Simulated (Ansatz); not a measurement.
Relaxation of CH₈AlBOSi (13 atoms, charge 0, multiplicity 1), to a largest force component of 0.02 eV/Å in at most 50 steps.

Computed with RKS PBE0-D4/def2-SVP in Ansatz.

```xyz
13
Properties=species:S:1:pos:R:3
B -0.878 2.820 -0.552
Al -1.279 0.977 0.200
O -0.139 0.256 1.408
Si 1.174 -0.563 0.510
C 0.466 -2.250 -0.056
H 0.020 3.492 -0.213
H -1.641 3.328 -1.356
H -2.500 0.153 -0.298
H 1.549 0.229 -0.608
H 2.272 -0.789 1.401
H 1.262 -2.788 -0.545
H -0.378 -2.098 -0.707
H 0.092 -2.800 0.833
```

Question: Where does it end, and by what steps?

Answer: It converged. The force dipped under the threshold on the way, but the program's further checks kept it going. After 27 steps the energy has fallen by 1.014 eV; H8 moved furthest, 1.29 Å.

| step | energy less start (eV) | largest force component (eV/Å) | accepted |
| --- | --- | --- | --- |
| 0 | 0.0000 | 3.616 | yes |
| 1 | -0.4825 | 1.824 | yes |
| 2 | -0.6538 | 0.578 | yes |
| 3 | -0.7334 | 0.298 | yes |
| 4 | -0.7937 | 0.338 | yes |
| 5 | -0.8553 | 0.358 | yes |
| 6 | -0.9047 | 0.387 | yes |
| 7 | -0.9342 | 0.454 | yes |
| 8 | -0.9847 | 0.284 | yes |
| 9 | -0.9835 | 0.313 | no |
| 10 | -0.9988 | 0.095 | yes |
| 11 | -1.0063 | 0.059 | yes |
| 12 | -1.0059 | 0.156 | no |
| 13 | -1.0102 | 0.028 | yes |
| 14 | -1.0116 | 0.066 | yes |
| 15 | -1.0096 | 0.152 | no |
| 16 | -1.0126 | 0.014 | yes |
| 17 | -1.0128 | 0.018 | yes |
| 18 | -1.0129 | 0.018 | yes |
| 19 | -1.0131 | 0.024 | yes |
| 20 | -1.0133 | 0.028 | yes |
| 21 | -1.0134 | 0.037 | yes |
| 22 | -1.0135 | 0.035 | yes |
| 23 | -1.0137 | 0.028 | yes |
| 24 | -1.0138 | 0.026 | yes |
| 25 | -1.0139 | 0.050 | yes |
| 26 | -1.0140 | 0.025 | yes |
| 27 | -1.0141 | 0.010 | yes |

```xyz
13
Properties=species:S:1:pos:R:3
B -1.138 3.252 -0.501
Al -1.429 1.291 0.253
O -0.104 0.217 0.265
Si 1.198 -0.798 0.261
C 0.666 -2.564 -0.047
H -0.806 4.185 0.200
H -1.293 3.538 -1.669
H -2.807 0.723 0.815
H 2.160 -0.372 -0.807
H 1.901 -0.701 1.580
H 1.540 -3.235 -0.056
H 0.155 -2.658 -1.018
H -0.023 -2.911 0.739
```

Whether the end is a true minimum wasn't checked by a vibrational analysis.

Time of the run: 61 s on 2 threads of Intel(R) Xeon(R) 6975P-C (Granite Rapids) (shared host), peak memory 0.29 GiB.
